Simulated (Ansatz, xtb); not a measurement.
# Two isomers of AsGeH6In

We compare I, `[AsH2][GeH2][InH2]`, a singlet, with II, `[GeH3][AsH][InH2]`, a singlet. Both are isolated molecules in the gas phase, relaxed with B3LYP-D3(BJ)/def2-SVP; the shapes shown needn't be the lowest conformers.

I (Å):

```xyz
9

As   -0.2406   -3.0473    0.5055
Ge   -0.1131   -0.7361   -0.3656
In    0.7714   -0.7787   -2.8474
H    -1.3441   -3.4352   -0.4840
H    -1.2660   -2.6781    1.5802
H     0.8655   -0.0031    0.5865
H    -1.4893   -0.0400   -0.2195
H     2.4704   -1.0093   -3.1623
H    -0.3426   -0.6374   -4.1812
```

II (Å):

```xyz
9

As    0.7784   -0.0074   -0.2331
Ge    1.5544   -0.5014    2.0360
In    2.9769   -0.9198   -1.3490
H     0.3324   -0.5640    2.9769
H     2.4766    0.6549    2.4732
H     0.0648   -1.3526   -0.3951
H     2.8683   -2.1200   -2.6042
H     2.3385   -1.8278    2.1766
H     4.4966   -0.2359   -0.8426
```

Question: Estimate which is lower in electronic energy at CCSD(T)/def2-SVP + ΔMP2/def2-TZVPP, and by roughly how much.

Answer: The CCSD(T)/def2-SVP + ΔMP2/def2-TZVPP calculation puts structure II lower, by 6.6 kcal/mol.

The same difference at several levels:

| level | geometry | E(II) − E(I) (kcal/mol) | departure from the last row (kcal/mol) | job, with rough time for the two |
| --- | --- | --- | --- | --- |
| GFN2-xTB | GFN2-xTB | −3.0 | +3.6 | optimisation, 0.35 s |
| HF/STO-3G | GFN2-xTB | −8.8 | −2.2 | single point, 1.4 s |
| r2SCAN-D4/def2-SVP | GFN2-xTB | −5.7 | +0.9 | single point, 3.2 s |
| B3LYP-D3(BJ)/def2-SVP | B3LYP-D3(BJ)/def2-SVP | −5.8 | +0.8 | optimisation, 3.8 min |
| HF/def2-SVP | B3LYP-D3(BJ)/def2-SVP | −7.0 | −0.3 | part of the CCSD(T) run |
| MP2/def2-SVP | B3LYP-D3(BJ)/def2-SVP | −7.9 | −1.3 | part of the CCSD(T) run |
| CCSD(T)/def2-SVP | B3LYP-D3(BJ)/def2-SVP | −6.6 | 0.0 | single point |
| CCSD(T)/def2-SVP + ΔMP2/def2-TZVPP | B3LYP-D3(BJ)/def2-SVP | −6.6 |  | single point, 49 s |

As drawn, II has 1 As–In, 1 Ge–H in place of 1 Ge–In, 1 As–H.

None of the levels shown reverses the order. The largest departure from CCSD(T)/def2-SVP + ΔMP2/def2-TZVPP is that of GFN2-xTB, 3.6 kcal/mol. The last row adds to CCSD(T) the change of the MP2 difference between the two basis sets, here 0.0 kcal/mol.

With harmonic frequencies from B3LYP-D3(BJ)/def2-SVP (ideal gas, rigid rotor, one conformer each, 298.15 K, 1 atm): on the last row, ΔE + ΔZPE = −6.3 kcal/mol. A mode under 50 cm⁻¹ makes harmonic enthalpies and free energies unreliable, so none is given.

The correlated steps freeze 22 core orbitals; the filled d shell of As and Ge and In is correlated, in a basis made for valence electrons. Atoms past krypton carry core potentials in the def2 sets, other sets are all-electron and non-relativistic, and no spin–orbit term is included. Run with Ansatz 0.2.0, xtb 6.7.1; the last row on 2 threads of Intel(R) Xeon(R) 6975P-C (Granite Rapids) on a shared host.
